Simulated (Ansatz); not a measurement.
Reaction (ligand exchange at a B–O bond): `O[BH][GeH3]` + CH₃NH₂ → `CN[BH][GeH3]` + H₂O

Isolated molecules relaxed with PBE0-D4/def2-TZVP in Ansatz; ΔE leaves out vibrations. CCSD(T)/CBS is the MP2 limit (def2-TZVPP, def2-QZVPP) plus CCSD(T) − MP2 in def2-TZVPP, frozen cores. This one scheme is used for every species. For Ge outer-core shells are correlated without core-valence functions, which leaves a few kJ/mol of doubt a bond. Scalar relativity is left out up to krypton. Each species was taken in one conformer, which may not be the lowest.

```csv
species,SCS-MP2/def2-TZVPP energy (Eh)
`O[BH][GeH3]`,-2178.49511
CH₃NH₂,-95.66487
`CN[BH][GeH3]`,-2197.84653
H₂O,-76.32077
```

Q: Work out ΔE.

A: ΔE = (-2197.84653) + (-76.32077) − (-2178.49511) − (-95.66487) = -0.00732 Eh = -0.20 eV. CCSD(T)/CBS gives -0.26 eV.

Largest T1 diagnostic among the species: 0.013.

The D4 term adds −0.08 eV with B3LYP and −0.05 eV with PBE0; it sums over pairs of atoms, weighted by their polarisabilities, and B3LYP, whose exchange is more repulsive, gets the larger term. In def2-TZVPP, CCSD(T) changes the Hartree–Fock value by −0.22 eV (the triples alone add −0.03 eV) and MP2 by −0.25 eV.

B3LYP here is the variant with VWN-RPA as its local correlation; programs differ in this.
